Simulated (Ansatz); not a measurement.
Reaction (ligand exchange at a Ge–S bond): `[GeH3][S][GeH3]` + `BS` → `B[S][GeH3]` + `[SH][GeH3]`

Computed with Ansatz on PBE0-D4/def2-TZVP structures; ΔE is electronic, products minus reactants. CCSD(T)/CBS adds triple-zeta CCSD(T) − MP2 to the extrapolated MP2 energy (def2 sets, frozen cores). This one scheme is used for every species. DFT in def2-TZVPP. HSE06 is defined as in plane-wave codes. For Ge outer-core shells are correlated without core-valence functions, which leaves a few kJ/mol of doubt a bond. Scalar relativity is left out up to krypton.

`[GeH3][S][GeH3]`:

```xyz
9

Ge   -1.030   -0.843    1.029
S     0.427   -1.312   -0.581
Ge    1.055    0.763   -1.064
H    -0.319   -0.115    2.182
H    -1.588   -2.191    1.498
H    -2.153    0.049    0.474
H     1.664    1.429    0.182
H     2.099    0.640   -2.180
H    -0.158    1.580   -1.540
```

`BS`:

Z-matrix (Å, degrees):
```
B
S 1 1.765
H 1 1.192 2 115.8
H 1 1.190 2 121.4 3 -180.0
H 2 1.344 1 99.2 3 180.0
```

`B[S][GeH3]`:

Cartesian coordinates in Å:
```
B -0.116 1.478 0.937
S 0.717 -0.063 1.183
Ge 0.129 -1.167 -0.677
H -0.777 1.690 -0.036
H 0.015 2.297 1.794
H -1.398 -1.303 -0.710
H 0.798 -2.546 -0.596
H 0.633 -0.386 -1.896
```

`[SH][GeH3]`:

Cartesian coordinates in Å:
```
S 0.774 -0.938 -1.219
Ge -0.458 0.223 0.224
H 1.934 -0.700 -0.586
H -0.008 1.691 0.253
H -0.348 -0.384 1.632
H -1.892 0.107 -0.303
```

Task: Is it downhill or uphill in electronic energy at CCSD(T)/CBS, and by how much? (Estimate.)

Result: Ansatz gave: Uphill: ΔE = +0.12 eV.

Task: What do these levels give: revPBE-D4, BLYP-D4, r2SCANh-D4, HSE06-D4, CAM-B3LYP-D4, ωB97M-V, PBE, r2SCAN, HF/def2-TZVPP, MP2/def2-QZVPP, SCS-MP2/def2-QZVPP, HF/CBS(def2)? (Estimate.)

Result: Ansatz gave: revPBE-D4 0.10, BLYP-D4 0.10, r2SCANh-D4 0.11, HSE06-D4 0.11, CAM-B3LYP-D4 0.10, ωB97M-V 0.11, PBE 0.09, r2SCAN 0.10, HF/def2-TZVPP 0.09, MP2/def2-QZVPP 0.13, SCS-MP2/def2-QZVPP 0.11, HF/CBS(def2) 0.09 eV.

Largest T1 diagnostic among the species: 0.015.

Leaving LDA and LC-ωPBE aside and taking each functional with its dispersion term where it has one, the values, not all of them listed here, spread over 0.02 eV, from B2PLYP to BHLYP-D4.
